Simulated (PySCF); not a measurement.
C7H13 (doublet state).
Atom-mapped SMILES: `[CH:1]1[CH2:2][CH2:3][CH2:4][CH2:5][CH2:6][CH2:7]1` (hydrogens: H8 on C1; H9, H10 on C2; H11, H12 on C3; H13, H14 on C4; H15, H16 on C5; H17, H18 on C6; H19, H20 on C7)

Geometry (GFN2-xTB, Å), atoms numbered from 1 in this order:
```
atom  x, y, z in Å
C1     0.995    1.155   -0.690
C2    -0.302    1.751   -0.300
C3    -1.164    0.871    0.608
C4    -1.423   -0.523    0.031
C5    -0.349   -1.550    0.389
C6     0.992   -1.328   -0.302
C7     1.630    0.039    0.038
H8     1.453    1.503   -1.600
H9    -0.136    2.712    0.216
H10   -0.870    1.999   -1.206
H11   -2.119    1.381    0.754
H12   -0.696    0.776    1.589
H13   -2.376   -0.890    0.419
H14   -1.514   -0.455   -1.055
H15   -0.199   -1.544    1.472
H16   -0.714   -2.544    0.116
H17    1.678   -2.121    0.007
H18    0.866   -1.398   -1.384
H19    1.554    0.184    1.120
H20    2.689   -0.007   -0.225
```

Method: UKS B3LYP, pcH-1 on C H, non-relativistic, mean-field spin-orbit, GIAO in PySCF. Geometry: GFN2-xTB, one conformer, isolated molecule. Couplings are sensitive to structure, and on GFN2-xTB geometries they can be far from those on DFT ones. No stability test was run, so a lower SCF solution isn't excluded.

Q: Match the computed a_iso(13C) values +90.2, +50.9, -32.9, -1.4 MHz (means over equivalent nuclei) with the sites C1; C2/C7; C3/C6; C4/C5.

A: 
```tsv
site	a_iso (MHz)	ρ(0) (bohr⁻³)	position	distance from C1 (Å)	spin population	largest |T| (MHz)
C1	+90.2	+0.0802	largest spin population	0.00	+1.03	160.5
C2/C7	-32.9	-0.0293	1 bond from C1	1.48	-0.09	2.2
C3/C6	+50.9	+0.0452	2 bonds from C1	2.52	+0.03	7.5
C4/C5	-1.4	-0.0013	3 bonds from C1	3.12	0.00	1.1
```

ρ(0) is the spin density at the nucleus and T the dipolar tensor; entries for several nuclei are means. Largest spin populations (Mulliken): C1 (+1.03), C2 (-0.09) and C7 (-0.08). No atom but C1 exceeds +0.15. The angles at C1 add up to 359.8°, so it is planar; its axial dipolar tensor and the negative coupling of its proton fit spin in a p orbital normal to that plane.

Nuclei that the bonding pattern makes equivalent are averaged, as if the motion that swaps them (rotation, inversion, ring flip) were fast. The 1H value of +68.4 MHz is a mean of couplings from 18.6 to 142.1 MHz in this one geometry, not an average over conformers. The 13C value of +50.9 MHz is a mean of couplings from 15.4 to 86.3 MHz in this one geometry, not an average over conformers.
